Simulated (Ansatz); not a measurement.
C$_{2}$H$_{6}$Zn, charge +1, doublet, at a GFN2-xTB geometry (such geometries of metal compounds can be far from the true shape) (a state made from the parent by changing its charge; the spin is typed, not shown lowest), with bond 7-6 at 1.4 times its length; CASSCF(5,4)/6-31G (Ansatz, a first-principles code).

Input for Ansatz:
Ansatz 0.2 input:
```yaml
crystal:
  periodic: [false, false, false]
  atoms:
    - {symbol: Zn, position_ang: [-0.00000000, -0.00000000, -0.00000000]}
    - {symbol: C, position_ang: [1.60015232, 0.21914416, -1.30197717]}
    - {symbol: H, position_ang: [2.23715632, -0.64624115, -1.13958524]}
    - {symbol: H, position_ang: [2.08194561, 1.15375871, -1.02737230]}
    - {symbol: H, position_ang: [1.17095013, 0.24435639, -2.30006876]}
    - {symbol: C, position_ang: [-1.60015232, -0.21914416, 1.30197717]}
    - {symbol: H, position_ang: [-2.27466293, -1.52760453, 0.91753035]}
    - {symbol: H, position_ang: [-2.23715632, 0.64624115, 1.13958524]}
    - {symbol: H, position_ang: [-1.17095013, -0.24435639, 2.30006876]}
basis:
  gaussian:
    orbitals: 6-31G
hamiltonian:
  xc: hf
total_charge: 1
correlation: {active_space: {window: {electrons: 5, orbitals: 4}}}
magnetization: {spin_polarized: false, initial_magnetization: 1}
```

Output, abridged:

```
Functional definition: HF
733 factors; integrals over basis functions are off by at most 3.0e-4 eV
mean field evaluation 1: about -50510.1699 eV, gradient 2.9e1 eV
mean field evaluation 2: about -50510.1689 eV, gradient 2.9e1 eV
mean field evaluation 4: about -50512.5351 eV, gradient 3.4e0 eV
mean field evaluation 8: about -50512.6602 eV, gradient 1.1e0 eV
mean field evaluation 16: about -50512.7013 eV, gradient 2.0e-6 eV
mean field evaluation 32: about -50510.8412 eV, gradient 1.9e1 eV
mean field -50512.70131228 eV, -1856.3075344876 hartree, gradient 5.8e-6 eV, S^2 0.750000; 3 other end points of the search recorded, 0 dependent functions left out
reference -50512.70131228 eV, -1856.3075344876 hartree; 24, 23 occupied and 35, 36 virtual orbitals, 733 factors
state -50513.47435411 eV, -1856.3359432507 hartree
Total energy: -50513.47435411 eV, -1856.3359432507 hartree
```
